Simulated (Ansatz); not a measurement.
Born–Oppenheimer molecular dynamics of AlH$_{10}$N$_{2}$PSi (15 atoms, charge 0, multiplicity 1). It starts from a rough guess of a transition structure, not a stationary point.

These are results of Ansatz 0.2.0, UKS r2SCAN/STO-3G, not measurements.

```
ensemble                      : NVE (velocity Verlet)
time step                     : 0.5 fs
steps asked                   : 150
starting velocities drawn for : 600 K
seed                          : 343515
```

First frame:

```xyz
15
Properties=species:S:1:pos:R:3
Al -0.716 0.120 -0.515
Si 1.895 -0.564 -0.268
N -1.678 -1.319 -0.903
N -0.847 1.787 -1.101
H 0.442 -0.041 0.801
P -0.709 0.450 2.129
H 2.858 0.516 -0.001
H 2.370 -1.681 0.568
H 2.208 -0.999 -1.642
H -1.478 -2.255 -0.574
H -2.589 -1.323 -1.344
H -1.038 2.099 -2.044
H -0.767 2.602 -0.509
H 0.304 1.269 2.591
H -0.254 -0.661 2.814
```

Q: What does the run give?

A: The calculation hadn't finished when its time ran out.

- steps done: 131
- time covered: 65.5 fs
- mean temperature over the second half: 1368 K
- spread of the potential energy over the second half: 19.5 meV per atom
- mean potential energy of the second half above the start: -86.0 meV per atom

The conserved energy stayed within 0.5 meV per atom of its start (net change 0.021 meV per atom), so the integration is sound. The system heated up, since it started high on the potential surface and ran downhill. The run was cut off by its time limit. A run of 0.066 ps of so small a system gives no equilibrium averages. The orbitals stay closed-shell, which can raise the energy where a bond breaks towards radicals; this wasn't checked here. Limits of this set-up: minimal basis.

Q: What happens to the structure?

A: The step under study would form Al1–P6, Si2–H5 and break Al1–Si2, H5–P6. These pairs go: Al1–P6 2.66 → 2.93 Å, Si2–H5 1.88 → 5.41 Å, Al1–Si2 2.71 → 2.52 Å, H5–P6 1.82 → 1.56 Å. In the last frame they stand as before the step (other bonds may differ from the relaxed reactants and products). Also parted: Al1–H5 1.76 → 4.04 Å. It ends as AlH7N2Si + H3P. Pairs count as bonded within 1.25 times the sum of covalent radii (0.12 Å more for H–H). Another seed would give other details.

Q: How do temperature and energy run in time?

A: 
| time (fs) | T (K) | potential energy less start (eV) | conserved less start (meV/atom) |
| --- | --- | --- | --- |
| 0.0 | 600 | 0.000 | 0.00 |
| 3.0 | 500 | 0.172 | 0.31 |
| 6.0 | 732 | -0.221 | 0.02 |
| 9.0 | 712 | -0.186 | 0.21 |
| 12.0 | 1077 | -0.802 | -0.08 |
| 15.0 | 1077 | -0.799 | 0.17 |
| 18.0 | 1339 | -1.239 | 0.18 |
| 21.0 | 1718 | -1.880 | -0.14 |
| 24.0 | 1811 | -2.038 | -0.20 |
| 27.0 | 1450 | -1.426 | 0.15 |
| 30.0 | 1153 | -0.926 | 0.24 |
| 33.0 | 1473 | -1.469 | -0.17 |
| 36.0 | 1417 | -1.369 | 0.24 |
| 39.0 | 1495 | -1.504 | -0.05 |
| 42.0 | 1172 | -0.956 | 0.34 |
| 45.0 | 1599 | -1.681 | -0.10 |
| 48.0 | 1548 | -1.589 | 0.22 |
| 51.0 | 1553 | -1.602 | -0.02 |
| 54.0 | 1188 | -0.985 | 0.24 |
| 57.0 | 1390 | -1.328 | -0.09 |
| 60.0 | 1209 | -1.022 | 0.08 |
| 63.0 | 1221 | -1.048 | -0.28 |

The run took 15 min on 1 CPU thread of a shared host.
